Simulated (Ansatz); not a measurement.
Cartesian coordinates in Å:
```
O -0.6475 -0.3482 0.8726
C 0.0090 0.0378 -0.2334
F 0.5129 -1.0197 -0.8972
Cl 1.3898 1.1053 0.1419
Br -1.2547 0.9357 -1.3864
H -0.0095 -0.7108 1.5025
```

Charge 0, multiplicity 1.

Question: List the CAM-B3LYP/def2-TZVPP orbital energies in eV (Ansatz). (Best estimate.)

Answer: The calculation gave: Occupied: -13141.54, -2765.22, -1703.03, -1534.82, -1534.71, -1534.70, -674.86, -524.44, -285.91, -259.98, -239.12, -199.10, -198.86, -198.85, -180.14, -179.78, -179.78, -74.45, -74.35, -74.35, -74.07, -74.07, -37.02, -32.62, -26.31, -24.43, -20.63, -18.69, -16.99, -16.69, -14.80, -13.69, -12.64, -11.98, -11.39, -10.96, -10.15, -9.94. Lowest empty: 0.12, 1.17, 2.03, 3.99, 4.64, 5.41, 6.23, 7.25.
